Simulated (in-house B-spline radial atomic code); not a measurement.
Ionising Cs VII (Cs6+) with different functionals

Computed with an all-electron radial atomic-structure program (B-spline basis): four-component Dirac-Coulomb Hamiltonian, Fermi nucleus of rms radius 4.8041 fm, spin-restricted, spherical fractional occupations for the functionals. The ionisation energy is the difference of two self-consistent energies, [Kr] 4d10 5s2 5p1 → [Kr] 4d10 5s2, without Breit or QED terms; ε is the level of the shell that loses the electron (mean over j). The electron is taken from both j subshells in proportion to 2j + 1, so the result is a j average, not the step between ground levels.

Hybrids are left out here: with spherical fractional occupations of an open shell their exact exchange keeps a self-interaction that integer-occupation calculations don't have.

| method | rung | ΔSCF (eV) | -ε(5p) (eV) |
| --- | --- | --- | --- |
| LDA VWN5 | LDA | 81.91 | 75.57 |
| relativistic LDA | LDA | 81.86 | 75.53 |
| LDA PW92 | LDA | 81.90 | 75.57 |
| LDA exchange-only | LDA | ? | ? |
| PBE | GGA | 81.36 | 75.06 |
| PBEsol | GGA | 81.41 | 75.15 |
| BLYP | GGA | 81.49 | 75.13 |
| RPBE | GGA | 81.13 | 74.88 |
| PW91 | GGA | 81.51 | 75.21 |
| BP86 | GGA | 81.56 | 75.29 |
| AM05 | GGA | ? | ? |
| OLYP | GGA | 81.04 | 74.82 |

(1) What does AM05 give?

(2) What does LDA exchange-only give?

(3) How do they compare with the NIST value?

Results:

(1) ΔSCF 81.40 eV, and -ε(5p) = 75.13 eV.

(2) ΔSCF 80.39 eV, and -ε(5p) = 74.05 eV.

(3) NIST lists 83 eV ± 2 (tabulated theory, ground level to ground level). Errors run from -2.51 to -0.99 eV; all lie within about twice that uncertainty, so the table can't rank the methods.
